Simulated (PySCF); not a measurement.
NMR data simulated for an unnamed compound:

$^{1}$H NMR (500 MHz, computed): δ 6.88 (m, 3H).

$^{13}$C{$^{1}$H} NMR (computed): δ 173.7 (C), 105.7 (CH).

Method: shieldings: GIAO PBE0/pcSseg-1, coordinates at the GFN2-xTB level, in PySCF (averaged over atoms made equivalent by symmetry, fast rotation or ring inversion, one computed conformer, non-relativistic, gas phase).

δ = σ(ref) − σ, references computed at the same level: $^{1}$H, $^{13}$C against TMS.

Question: Which of these does the molecule contain: a Si–CH3 group, an OH group, a benzene ring, a CF3 group?

Answer: 
- A Si–CH3 group: no.
- An OH group: no.
- A benzene ring: yes.
- A CF3 group: no.

The data belong to 1,3,5-trifluorobenzene, C₆H₃F₃; they needn't prove each group on their own.

Carbon signals by region: 1 in the far downfield region (above 160 ppm), 1 in the sp2 and nitrile region (100–160 ppm). Above 160 ppm: 173.7, aromatic carbon bearing fluorine.

Splittings by $^{19}$F in the carbon and heteronuclear signals aren't shown, as no couplings were computed. Shifts are as computed. Against solution values, carbons near 30 ppm lie about +3 ppm off and those near 130 ppm about +5 ppm. Of 1211 compounds with measured shifts, 218 miss one by over three times the rms of a fit or turn the order of signals round; such compounds aren't used in these exercises.
